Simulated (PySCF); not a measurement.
KCl: from constants to spectrum

RHF-CCSD(T) constants of KCl, ¹Σ⁺ (singlet), closed shell (PySCF, no relativity, basis sets K def2-SVP, Cl def2-SVP; masses 38.9637 and 34.9689 u):

| Property | Result |
| --- | --- |
| ωe | 292.2 cm⁻¹ |
| ωexe | 1.28 cm⁻¹ |
| Be | 0.12662 cm⁻¹ |
| αe | 0.000809 cm⁻¹ |
| D (centrifugal) | 9.51e-08 cm⁻¹ |
| De to K + Cl | 3.63 eV |

Q: Estimate the standard entropy (1 bar) and heat capacity of the ideal gas at 500 K, rigid rotor with B0 and harmonic oscillator at the fundamental.

A: Translation (Sackur–Tetrode, M = 73.93 u): 173.3 J/(mol K). Rotation: q = kT/(σB0) = 2750 with σ = 1, 74.2. Vibration: x = hcν0/kT = 0.833, 10.07. S° = 257.5 J/(mol K); Cp = 7R/2 + 7.85 = 37.0 J/(mol K).

Correlated steps freeze 10 core orbitals. Correlated levels converge slowly with the basis: in double zeta they bind strong bonds too weakly, by up to about 1 eV, and carry superposition errors of some tenths. Where the molecule has an RHF reference, its open-shell atoms are computed with UHF.
